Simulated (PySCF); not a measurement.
## NMR problem set

A single conformation, no solvent, averaged over atoms made equivalent by symmetry, fast rotation or ring inversion, relativity neglected. PBE0/pcSseg-1 with gauge-including orbitals; structure optimised with GFN2-xTB; PySCF.

Referencing at the same level of theory: 1H (σ = 31.72 ppm) and 13C (σ = 186.93 ppm) vs TMS. Where no couplings were computed, multiplicities follow the n + 1 count of equivalent neighbours, and m marks all less simple cases (inequivalent or close neighbours, rings, F or P nearby). Shifts are as computed. Against solution values, carbons near 30 ppm lie about +3 ppm off and those near 130 ppm about +5 ppm. Of 1211 compounds with measured shifts, 218 miss one by over three times the rms of a fit or turn the order of signals round; such compounds aren't used in these exercises.

Q: C3H12Si4. 1H NMR (300 MHz, computed): δ 6.68 (m, 1H), 6.65 (m, 1H), 6.15 (m, 1H), 5.01 (m, 1H), 4.84 (m, 1H), 4.15 (m, 1H), 4.11 (m, 1H), 4.08 (m, 1H), 3.99 (m, 1H), 0.33 (d, 3H). 13C{1H} NMR (computed): δ 146.1 (CH2), 140.5 (CH), -6.6 (CH3). Give a structure.

A: SMILES [Si@@H]1(C=C)[SiH2][SiH2][Si@@H]1C. Rings plus π bonds: 2 (1 ring in the answer). 3 carbon signals for 3 carbons: no two carbons are equivalent. Carbon types of the structure: 1 × CH, 1 × CH2, 1 × CH3, leaving 6 H on heteroatoms. δC 146.1: terminal =CH2 carbon; an sp2 carbon of a C=C bond. δC 140.5: alkene CH; the olefinic region. δH 6.68, 6.15: hydrogen on a terminal =CH2 carbon; olefinic region. δH 6.65: hydrogen on an alkene CH; olefinic region.

The data come from this structure; uniqueness wasn't tested.

Q: C6H14N2Si. 1H NMR (400 MHz, computed): δ 5.11 (sept, 1H), 3.54 (m, 2H), 2.67 (m, 2H), 2.01 (s, 3H), 0.27 (d, 6H). 13C{1H} NMR (computed): δ 145.2, 49.2, 38.5, 18.1, -2.1. What is it?

A: SMILES CC1=NN([SiH](C)C)CC1. Rings plus π bonds: 2 (1 ring in the answer). 5 carbon signals for 6 carbons: some carbons are equivalent by symmetry or fast rotation. Carbon types of the structure: 1 × C, 2 × CH2, 3 × CH3, leaving 1 H on heteroatoms. δC 145.2: C=N carbon. δC 38.5: sp3 CH2 in a ring; saturated and bonded to C and H only. δC -2.1: methyl carbon bonded to Si; an electropositive neighbour leaves it electron-rich and shielded. δH 3.54: hydrogen on an sp3 CH2 bonded to N; its carbon carries N, hence the downfield position.

This is the structure that produced the data.
